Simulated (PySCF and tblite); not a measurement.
Results of a calculation; reference values are marked as such.
C₃H₁₀Si, numbered as in [CH3:1][CH2:2][SiH2:3][CH3:4].

The ensemble was built from 90 distance-geometry starts (ETKDG and KDG, MMFF94s, GFN2-xTB) and rests on PBE0-D3(BJ)/def2-SVP geometries. Free energies are PBE0-D3(BJ)/def2-TZVP single points with GFN2-xTB rigid-rotor and vibrational terms (modes under about 100 cm⁻¹ blended into free rotors). Symmetry numbers and mirror images are counted. Conformers within 4 kcal/mol (GFN2-xTB free energy) were kept, 5 at most. GIAO shieldings: PBE0/pcSseg-1. Shifts are against TMS (¹H), TMS (¹³C), TMS (²⁹Si) at the same level. Codes: tblite and PySCF.

(1) Predict the averaged NMR shifts at 298.15 K.

(2) How do the conformers differ?

Unscaled ²⁹Si shifts at such levels can be off by tens of ppm; differences between conformers or isomers are more reliable. Shifts are unscaled: against experiment ¹³C can be off by 15 ppm or more and ¹H by 0.8 ppm.

## Answers

(1) ¹H: 4.04 (H3, 2H), 1.05 (H1, 3H), 0.58 (H2, 2H), 0.15 (H4, 3H) ppm. ¹³C: 10.5 (C1), 6.1 (C2), -8.0 (C4) ppm. ²⁹Si: -33.4 (Si3) ppm.

(2) Torsions listed: C1–C2–Si3–C4. Of a mirror pair one member is shown.
| conformer | shape | weight % |
| --- | --- | --- |
| 1 | 60° | 66.6 |
| 2 | 180° | 33.4 |

```csv
signal,1,2,average
H1,1.04,1.07,1.05
H2,0.60,0.56,0.58
H3,4.06,3.98,4.04
H4,0.14,0.15,0.15
C1,10.3,10.9,10.5
C2,5.7,6.8,6.1
C4,-8.7,-6.5,-8.0
Si3,-34.5,-31.2,-33.4
```
